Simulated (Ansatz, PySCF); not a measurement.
Spin states of CrO2 (SMILES [O]=[Cr]=[O]), each relaxed with B3LYP-D3(BJ)/def2-TZVP.
State 1 (charge 0, multiplicity 3):
```json
[
 {"atom": "Cr", "x (Å)": "0.2467", "y (Å)": "-0.2041", "z (Å)": "0.2456"},
 {"atom": "O", "x (Å)": "0.9741", "y (Å)": "0.2988", "z (Å)": "-1.0837"},
 {"atom": "O", "x (Å)": "-1.2540", "y (Å)": "-0.0472", "z (Å)": "0.7677"}
]
```
State 2 (charge 0, multiplicity 1):
```xyz
3

Cr     0.2709    -0.2248     0.2709
O      0.9322     0.3045    -1.0715
O     -1.2363    -0.0323     0.7304
```

Singlets are restricted, other states unrestricted; no spin–orbit coupling, no relativity up to Kr; see below for the cores. The largest T1 diagnostic is 0.075.

The values were computed with Ansatz (Gaussian basis) for Hartree–Fock, density functionals and correlated methods; PySCF for the dispersion terms. Values without a source in brackets are computed.

**Question.** One of these levels gives 20.24 kcal/mol for the energy of the multiplicity-1 state less that of the multiplicity-3 state. Which?
A. PBE-D3(BJ)/def2-TZVPP
B. r2SCAN/def2-TZVPP
C. B97M-V/def2-TZVPP

**Answer.** C, B97M-V/def2-TZVPP. The others give 23.99 (PBE-D3(BJ)/def2-TZVPP), 26.54 (r2SCAN/def2-TZVPP)

Ansatz is an electronic-structure program.
